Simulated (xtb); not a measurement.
HCl3HfO, charge -1, doublet, geometry from GFN2-xTB (such geometries of metal compounds can be far from the true shape) (the multiplicity is a formal guess); GFN0-xTB with GBSA(chcl3) (xtb).

Here is a job for xtb.
```
$ xtb mol.xyz --gfn 0 --chrg -1 --uhf 1 --gbsa chcl3 --json

# file mol.xyz
6

Hf    -0.13728403     0.09893992     0.02964004
Cl     1.93657247     0.72050589    -0.74415034
Cl     0.44231920    -0.22902000     2.22945528
Cl    -0.79789979    -1.35116414    -1.66772843
O     -1.81935876     0.89921023     0.15511059
H     -2.43754201     0.29717480    -0.27376852
```

Task: Write the output that xtb gives for this input, abridged.

Result: 
```
   ID    Z sym.   atoms
    1   72 Hf     1
    2   17 Cl     2-4
    3    8 O      5
    4    1 H      6

           -------------------------------------------------
          |                Calculation Setup                |
           -------------------------------------------------

           -------------------------------------------------
          |                 G F N 0 - x T B                 |
           -------------------------------------------------

      * Solvation model:               GBSA
        Solvent                        chcl3
        Parameter file                 internal GFN2-xTB/GBSA
        Dielectric constant                4.8100E+00
        Reference state                gsolv [1 M gas/solution]
        Free energy shift                  4.1068E-03 Eh       2.5771E+00 kcal/mol
        Temperature                        2.9815E+02 K
        Density                            1.4900E+00 kg/L
        Solvent mass                       1.1938E+02 g/mol
        Interaction kernel             Still
        Born radius scaling (c1)           1.3539E+00
        Born radii integrator          GBOBC
        Born offset                        1.4626E-02 a0       2.7639E-02 AA
        H-bond correction              false
        Ion screening                  false
        Surface tension                    1.0000E-05 Eh       1.5569E+01 dyn/cm
        Grid points                               230 per atom

          ...................................................
          :                      SETUP                      :
          :.................................................:
          :  # basis functions                  46          :
          :  # atomic orbitals                  42          :
          :  # shells                           16          :
          :  # electrons                        33          :
          :  electronic temp.          300.0000000     K    :
          :  accuracy                    1.0000000          :
          :  -> integral cutoff          0.2500000E+02      :
          :  -> integral neglect         0.1000000E-07      :
          ...................................................

         :::::::::::::::::::::::::::::::::::::::::::::::::::::
         ::                     SUMMARY                     ::
         :::::::::::::::::::::::::::::::::::::::::::::::::::::
         :: total energy             -19.889158785404 Eh    ::
[...]
        24                         -0.0603733              -1.6428
        25                         -0.0603505              -1.6422
        26                         -0.0602709              -1.6401
        27                         -0.0598385              -1.6283
        28                         -0.0597938              -1.6271
       ...                                ...                  ...
        42                          0.9972567              27.1367
      -------------------------------------------------------------
                  HL-Gap            0.0195902 Eh            0.5331 eV
             Fermi-level            0.0000000 Eh            0.0000 eV

     #   Z          covCN         q      C6AA      α(0)
     1  72 Hf       3.198     0.996   225.525    30.194
     2  17 Cl       0.731    -0.475   112.456    16.208
     3  17 Cl       0.731    -0.467   112.155    16.186
     4  17 Cl       0.730    -0.483   112.708    16.226
     5   8 O        1.503    -0.911    33.930     7.869
     6   1 H        1.114     0.340     0.598     1.207

 Mol. C6AA /au·bohr⁶  :       2810.655965
 Mol. C8AA /au·bohr⁸  :     197134.694155
 Mol. α(0) /au        :         87.889752

Wiberg/Mayer (AO) data.
largest (>0.10) Wiberg bond orders for each atom

 ---------------------------------------------------------------------------
     #   Z sym  total        # sym  WBO       # sym  WBO       # sym  WBO
 ---------------------------------------------------------------------------
     1  72 Hf   2.435 --     5 O    0.657     3 Cl   0.590     2 Cl   0.578
                             4 Cl   0.572
     2  17 Cl   0.623 --     1 Hf   0.578
     3  17 Cl   0.638 --     1 Hf   0.590
     4  17 Cl   0.642 --     1 Hf   0.572
     5   8 O    1.647 --     6 H    0.940     1 Hf   0.657
     6   1 H    0.999 --     5 O    0.940
 ---------------------------------------------------------------------------

Topologies differ in total number of bonds
Writing topology from bond orders to xtbtopo.mol

 dipole moment from electron density (au)
     X       Y       Z
  -0.5435  -0.1354  -0.0937  total (Debye):    1.444

           -------------------------------------------------
          | TOTAL ENERGY              -19.889158785404 Eh   |
          | GRADIENT NORM               0.024780044091 Eh/α |
          | HOMO-LUMO GAP               0.533075332691 eV   |
           -------------------------------------------------

normal termination of xtb
```
